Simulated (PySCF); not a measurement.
FHSSi, SMILES F[Si]S (connectivity only; charge and spin as stated), neutral, multiplicity 1. The structure is a stationary point at PBE-D3(BJ)/def2-TZVP. The values are those of a single conformer.

Calculation: PBE-D3(BJ)/def2-TZVP in PySCF.

Harmonic wavenumbers (cm⁻¹): 224, 368, 479, 695, 801, 2610. Rotational constants (GHz): 20.35, 4.358, 3.590; symmetry number 1.

### Question
Work out the zero-point energy and the ideal-gas rigid-rotor harmonic-oscillator thermochemistry at 298.15 K and 1 atm.

### Answer
ZPE = ½ Σ hcν = ½ × 5178 cm⁻¹ = 30.97 kJ/mol. H − E(el) = 44.29 kJ/mol. Entropy in J/(mol K): translation 163.42, rotation 102.20, vibration 17.75, total 283.38. G − E(el) = -40.19 kJ/mol. Cp = 58.89 J/(mol K).
